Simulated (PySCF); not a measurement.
Method: PySCF, PBE0, basis Ta def2-TZVP with ECP60, O def2-TZVP (scalar-relativistic core potentials, no spin–orbit coupling, density fitting).

Each entry is the lowest minimum that a search over a few typed start shapes (and spin states, where more than one is plausible) found, or that minimum re-optimised at the stated level; isomers with ligand–ligand bonds, or fragments after loss of a ligand pair, can lie lower. Open shells are unrestricted.

TaO2 is a doublet of C2v symmetry with Ta–O 1.719 Å (×2); O–Ta–O 105.5°. Its wavenumbers are 345, 959, 1027 cm⁻¹.

Problem. What changes when one electron is removed, giving TaO₂⁺?

Solution. It costs 8.62 eV between the minima (8.63 eV with zero-point energy). TaO₂⁺ is a singlet of C2v symmetry with Ta–O 1.688 Å (×2); O–Ta–O 103.5°; wavenumbers 382, 1016, 1080 cm⁻¹.

No spin–orbit coupling is included, which matters more the heavier the element.
